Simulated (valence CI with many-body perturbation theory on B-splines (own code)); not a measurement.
# Which ion has this spectrum?

A relativistic CI+MBPT calculation for an atom or ion with 39 electrons gives these levels (cm⁻¹):

| J | Parity | E | g |
| --- | --- | --- | --- |
| 3/2 | even | 0.0 | 0.61 |
| 5/2 | even | 50521 | 1.05 |
| 3/2 | even | 68847 | 1.27 |
| 7/2 | even | 72220 | 1.10 |
| 9/2 | even | 77501 | 1.09 |
| 1/2 | even | 79804 | 1.95 |
| 5/2 | even | 120907 | 1.44 |
| 7/2 | even | 126544 | 1.05 |
| 9/2 | even | 134297 | 1.13 |
| 3/2 | even | 146625 | 1.15 |
| 1/2 | even | 153105 | 1.38 |
| 11/2 | even | 159059 | 1.09 |
| 5/2 | even | 165165 | 1.15 |
| 5/2 | even | 174344 | 1.08 |

The energies are calculated, and their last digits are not significant.

**Question.** Which is it?
A. Tb26+
B. Ho28+
C. Eu24+
D. Er29+

**Answer.** A. Tb26+, ground level (4d3/2^3) J=3/2.
